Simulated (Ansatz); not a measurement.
Program: Ansatz. Geometries: PBE0-D4/def2-TZVP. ΔE: electronic, gas phase. CCSD(T)/CBS adds triple-zeta CCSD(T) − MP2 to the extrapolated MP2 energy (def2 sets, frozen cores). This one scheme is used for every species. DFT in def2-TZVPP. Each species was taken in one conformer, which may not be the lowest.

Reaction (substitution at a C–C bond): `CCCC(C(C)=O)C(C)=O` + HCl → `CCCCl` + `CC(=O)CC(C)=O`

CCSD(T)/CBS gives +20.5 kJ/mol.

Problem. Another level gave +16.5 kJ/mol. Which?
A. HF/def2-TZVPP
B. PBE-D4/def2-TZVPP
C. CCSD/def2-TZVPP
D. ωB97X-V/def2-TZVPP

Solution. D. ωB97X-V 16.5, CCSD/def2-TZVPP 22.1, PBE-D4 11.4, HF/def2-TZVPP -3.6 kJ/mol.

Largest T1 diagnostic among the species: 0.015.

In def2-TZVPP, CCSD(T) changes the Hartree–Fock value by +28.5 kJ/mol (the triples alone add +2.7 kJ/mol) and MP2 by +30.3 kJ/mol. From PBE to PBE0 (25 % exact exchange), in def2-TZVPP and without D4, ΔE moves by +4.3 kJ/mol. The D4 term adds +15.2 kJ/mol with B3LYP and +9.7 kJ/mol with PBE0; it sums over pairs of atoms, weighted by their polarisabilities, and B3LYP, whose exchange is more repulsive, gets the larger term.

B3LYP here is the variant with VWN-RPA as its local correlation; programs differ in this.
